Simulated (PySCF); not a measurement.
# How methods differ on the ionisation energy of Hf²⁺

Hf²⁺ [Xe] 4f14 5d2 (3F) → Hf³⁺ [Xe] 4f14 5d1 (2D), as a difference of total energies. Computed with PySCF 2.14 in x2c-TZVPPall (11s7p7d3f1g, 97 functions), with scalar relativity by spin-free X2C-1e. Correlated levels: valence: [Xe] 4f14 frozen. The calculations carry no spin-orbit coupling.

Q: Order these methods by the ionisation energy they give, lowest first.
A. UHF
B. CCSD (valence)
C. MP2 (valence)
D. SCS-MP2 (valence)

A: A (21.454 eV), D (21.481 eV), C (21.536 eV), B (21.564 eV).

A first-order spin-orbit estimate (lowest level to lowest level, LS coupling) adds 0.051 eV.

Errors of the correlated levels include the incompleteness of this basis and the frozen core.

With two correlated electrons CCSD is exact in that space.

For comparison: 22.55 ± 0.04 eV (theoretical estimate listed by NIST; NIST Atomic Spectra Database, ionization energies).
